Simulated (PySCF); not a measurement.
# Working out the excitation energy of Ti

Ti [Ar] 3d2 4s2 (3F) → Ti [Ar] 3d3 4s1 (5F). Computed with PySCF 2.14 in aug-cc-pVDZ, with the non-relativistic Hamiltonian (point nucleus). Frozen: [Ar]. Energies in hartree (1 hartree = 27.21139 eV):

```tsv
part	Ti (lower)	Ti (upper)
UHF	-848.410139	-848.389470
CCSD correlation	-0.048462	-0.035560
(T)	-0.001322	-0.000724
```

Task: What does Hartree-Fock give?

Result: (-848.389470) − (-848.410139) = 0.020669 hartree = 0.562 eV.

Task: What do CCSD and CCSD(T) give?

Result: The CCSD correlation energies differ by 0.012902 hartree = 0.351 eV and the triples by 0.000598 hartree = 0.016 eV, so CCSD gives 0.913 eV and CCSD(T) 0.929 eV.

Measured between the centres of the two terms (NIST): 0.806 eV, so CCSD(T) (valence) is off by 0.123 eV.

The calculation is non-relativistic.

A double-zeta basis recovers only part of the correlation energy.

What remains against the reference includes basis incompleteness, the frozen core and higher excitations.
